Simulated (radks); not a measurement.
Ce22+, configuration [Kr].

All-electron calculation, Dirac Kohn-Sham, relativistic LDA (MacDonald-Vosko exchange, VWN5 correlation), spin-unpolarised, spherical densities, finite nucleus; Fermi nuclear charge, rms radius 4.8771 fm. Program: a radial shooting solver on a logarithmic mesh with Libxc functionals.

Energy parts (hartree):
| part | energy |
|---|---|
| total | -8636.8144 |
| kinetic | 9252.1951 |
| electron-nucleus | -20191.5712 |
| Hartree | 2469.2393 |
| exchange-correlation | -166.6776 |

Orbitals (lengths in bohr, moments of r in powers of bohr):
orbital  occ.  eigenvalue (hartree)      <r>  <1/r>  small-component weight
1s1/2       2             -1492.623  0.02467  63.08                4.58e-02
2s1/2       2             -258.7157   0.1050  14.89                9.97e-03
2p1/2       2             -245.9108  0.08810  14.88                1.00e-02
2p3/2       4             -229.6511  0.09426  13.49                9.41e-03
3s1/2       2             -72.81778   0.2769  5.422                3.11e-03
3p1/2       2             -67.38012   0.2661  5.344                3.05e-03
3p3/2       4             -64.11406   0.2778  4.995                2.89e-03
3d3/2       4             -54.62483   0.2478  4.872                2.78e-03
3d5/2       6             -53.91119   0.2514  4.784                2.73e-03
4s1/2       2             -29.91818   0.5896  2.453                1.15e-03
4p1/2       2             -27.76994   0.5949  2.382                1.11e-03
4p3/2       4             -26.88178   0.6138  2.274                1.06e-03

The highest occupied level is 4p3/2 at -731.49 eV. The density falls to 0.001 e/bohr^3 at r = 1.47 bohr. Summed over all electrons, <r^2> = 4.805 bohr^2, which gives a Langevin (diamagnetic) susceptibility term of -3.81 x 10^-6 cm^3/mol. For comparison, the ionisation energy in NIST's Atomic Spectra Database is 749 eV (theoretical). In exact Kohn-Sham theory the highest level is minus the ionisation energy, but local and semilocal functionals leave it too shallow, through self-interaction and a potential that decays too fast; potentials with the right tail come closer.
